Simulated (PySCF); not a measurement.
# Potential energy of TeSe along the bond

Set-up: Te cc-pVDZ-PP with ECP28, Se cc-pVDZ-PP with ECP10; scalar-relativistic core potentials (PySCF 2.14). Energies in eV from Te + Se in their ground configurations at the same level. State: ³Σ⁻ (triplet), unpaired electrons π ↑↑.

| R (Å) | MN15 | TPSSh |
| --- | --- | --- |
| 2.041 | -1.215 | -1.622 |
| 2.136 | -2.185 | -2.592 |
| 2.231 | -2.710 | -3.123 |
| 2.302 | -2.895 | -3.316 |
| 2.373 | -2.949 | -3.380 |
| 2.444 | -2.905 | -3.349 |
| 2.539 | -2.738 | -3.200 |
| 2.658 | -2.416 | -2.903 |
| 2.800 | -1.941 | -2.461 |
| 2.990 | -1.257 | -1.826 |

Put a parabola through the three lowest points of the MN15 curve and estimate Re, k and ωe (reduced mass 49.48 u; 1 eV/Å² = 0.16022 mdyn/Å; ωe = 1302.8·√(k/μ) cm⁻¹).

Through R = 2.302, 2.373, 2.444 Å the second-order coefficient is 9.72 eV/Å², so Re ≈ 2.377 Å, k ≈ 3.11 mdyn/Å and ωe ≈ 327 cm⁻¹. A polynomial fit of higher order to the unrounded MN15 energies gives Re = 2.373 Å, k = 3.07 mdyn/Å, ωe = 324 cm⁻¹; anharmonicity and rounding make the difference.

The higher-order fit for each curve: MN15: Re = 2.373 Å, ωe = 324 cm⁻¹, De = 2.95 eV; TPSSh: Re = 2.382 Å, ωe = 316 cm⁻¹, De = 3.38 eV.

Spin–orbit coupling is left out, which matters for elements this heavy, above all for dissociation energies. The state was picked by a PBE0 search and need not be the measured ground state.
